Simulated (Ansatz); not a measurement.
Ge$_{2}$, triplet, at a GFN2-xTB geometry, atoms displaced at random by about 0.05 Å a coordinate; Ansatz (a first-principles code) with PBE0/def2-SVP.

Here is a job for Ansatz.
Ansatz 0.2 input:
```yaml
crystal:
  periodic: [false, false, false]
  atoms:
    - {symbol: Ge, position_ang: [0.04117148, 0.01345577, -1.15107263]}
    - {symbol: Ge, position_ang: [-0.05911941, -0.04950193, 1.20289250]}
basis:
  gaussian:
    orbitals: def2-SVP
hamiltonian:
  xc: pbe0
magnetization: {spin_polarized: true, initial_magnetization: 2}
relax: {max_displacement: 0.5}
```

Question: Predict the main parts of the log of this Ansatz run.

Answer: 
```
Functional definition: PBE0
670 factors; integrals over basis functions are off by at most 1.6e-4 eV
mean field evaluation 1: about -113005.9796 eV, gradient 7.1e0 eV
mean field evaluation 2: about -113006.0823 eV, gradient 5.0e0 eV
mean field evaluation 4: about -113006.1230 eV, gradient 1.6e-1 eV
mean field evaluation 8: about -113006.1230 eV, gradient 4.3e-4 eV
mean field evaluation 16: about -113006.1130 eV, gradient 7.9e-1 eV
mean field -113006.12303670 eV, -4152.8984232975 hartree, gradient 2.5e-6 eV, S^2 2.003881; 2 other end points of the search recorded, 0 dependent functions left out
the calculation of the forces begins
reference -113006.12305566 eV, -4152.8984239942 hartree; 33, 31 occupied and 31, 33 virtual orbitals, 670 factors
relax step   1: F+E_penalty+E_count = -113006.12303670 eV  Δ(F+E_penalty+E_count) = +0.000e0 eV  max|allowed force component| = 3.396e-1 eV/Å  Δτ_max = 0.0000 Å  (66 SCF iters, accepted)
these checks for a lower state are left out or cut short: starts, cluster_reference, orbital_swaps, neighbouring_geometries, increment
670 factors; integrals over basis functions are off by at most 1.6e-4 eV
mean field evaluation 32: about -113006.1275 eV, gradient 1.1e-5 eV
mean field -113006.12747668 eV, -4152.8985864637 hartree, gradient 1.1e-5 eV, S^2 2.003861; 0 other end points of the search recorded, 0 dependent functions left out
the calculation of the forces begins
reference -113006.12749567 eV, -4152.8985871616 hartree; 33, 31 occupied and 31, 33 virtual orbitals, 670 factors
relax step   2: F+E_penalty+E_count = -113006.12747668 eV  Δ(F+E_penalty+E_count) = -4.440e-3 eV  max|allowed force component| = 4.981e-2 eV/Å  Δτ_max = 0.0157 Å  (47 SCF iters, accepted)
these checks for a lower state are left out or cut short: starts, cluster_reference, orbital_swaps, neighbouring_geometries, increment
670 factors; integrals over basis functions are off by at most 1.6e-4 eV
mean field -113006.12758202 eV, -4152.8985903347 hartree, gradient 6.7e-6 eV, S^2 2.003864; 0 other end points of the search recorded, 0 dependent functions left out
the calculation of the forces begins
reference -113006.12760100 eV, -4152.8985910324 hartree; 33, 31 occupied and 31, 33 virtual orbitals, 670 factors
relax step   3: F+E_penalty+E_count = -113006.12758202 eV  Δ(F+E_penalty+E_count) = -1.053e-4 eV  max|allowed force component| = 6.967e-4 eV/Å  Δτ_max = 0.0021 Å  (46 SCF iters, accepted)
670 factors; integrals over basis functions are off by at most 1.6e-4 eV
mean field evaluation 64: about -113005.9805 eV, gradient 1.5e0 eV
mean field -113006.12758202 eV, -4152.8985903347 hartree, gradient 6.7e-6 eV, S^2 2.003864; 3 other end points of the search recorded, 0 dependent functions left out
the calculation of the forces begins
reference -113006.12760100 eV, -4152.8985910324 hartree; 33, 31 occupied and 31, 33 virtual orbitals, 670 factors
Total energy: -113006.12760100 eV, -4152.8985910324 hartree
Atom 0 at     0.041748     0.013818    -1.164613 Å, force     0.000030     0.000019    -0.000697 eV/Å
Atom 1 at    -0.059696    -0.049864     1.216433 Å, force    -0.000030    -0.000019     0.000697 eV/Å
Dipole moment:     0.000000     0.000000     0.000000 e Å
```
